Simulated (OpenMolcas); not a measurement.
Co2+.

```yaml
Program: OpenMolcas 26.06
Method: RASSCF
Basis: ANO-RCC-VTZP [6s5p3d2f1g]
Scalar_Hamiltonian: DKH2, point nucleus
Active_space: 7 electrons in 9 orbitals (RAS2 3d 4s; RAS3 4p, at most 2 electrons)
State_averaging: 2S+1 = 4 even, 60 roots; 2S+1 = 6 even, 5 roots kept (CI in the orbitals of an earlier block); 2S+1 = 2 even, 87 roots kept (CI in the orbitals of an earlier block); 2S+1 = 4 odd, 78 roots (49 in the spin-orbit step); 2S+1 = 6 odd, 15 roots kept (CI in the orbitals of an earlier block); 2S+1 = 2 odd, 27 roots kept (CI in the orbitals of an earlier block, 0 in the spin-orbit step)
Spin-orbit_coupling: state interaction with AMFI integrals over the reference wave functions, term energies averaged over their components
```

Levels without dynamic correlation, in cm⁻¹ above 3d⁷ ⁴F_9/2:

```
      Level      E
 3d⁷ ²G_9/2  20217
 3d⁷ ⁴P_5/2  20154
 3d⁷ ²P_3/2  26559
3d⁷ ²H_11/2  27010
```

On this reference, MS-RASPT2, IPEA 0.25 Eh, imaginary shift 0.1 Eh (closed shells correlated: 3s 3p) puts 3d⁷ ²G_9/2 at 16630 cm⁻¹.

**Question.** Estimate the other levels at that method by one scale factor, and say how well it serves.

**Answer.** The factor is 16630 / 20217 = 0.823. Scaled values beside those that MS-RASPT2 gives and measured ones (Sugar and Corliss, J. Phys. Chem. Ref. Data 10, 1097 (1981)):
```tsv
Level	Scaled	MS-RASPT2	Miss (%)	Measured
3d⁷ ⁴P_5/2	16587	15150	+9.5	15202
3d⁷ ²P_3/2	21858	19420	+12.6	20195
3d⁷ ²H_11/2	22229	22630	-1.8	22720
```
For these levels the scaled values miss MS-RASPT2 by up to 12.6 %, as correlation changes each term by its own factor, spin-orbit parts do not scale and CASPT2 has its own spread within terms. This holds within one configuration; levels of others move differently, and the target method has errors of its own against measurement.

CASPT2 does not keep the components of a term degenerate, so their means are used; among the terms shown or strongly mixed into the levels shown the widest spread is 2100 cm-1 (3d⁷ ⁴F, MS-RASPT2). Some high roots are left out of the spin-orbit mixing, which shifts the levels that they would mix with. Terms from blocks run as CI alone lack orbitals of their own. Without dynamic correlation excited terms often stand tens of per cent too high (terms of higher spin than the ground term too low), and those without a measured partner can miss by more than the paired ones (holds for RASSCF). Blocks of more than 70 roots (2S+1 = 2 even) ran without multistate coupling (holds for MS-RASPT2). Computed and measured levels are paired by configuration, term and J; levels that our copy of the source lacks, or whose pairing is in doubt (as where it misses far off the trend of its configuration), stay unpaired and out of the deviations. Levels of configurations outside the active space are missing.
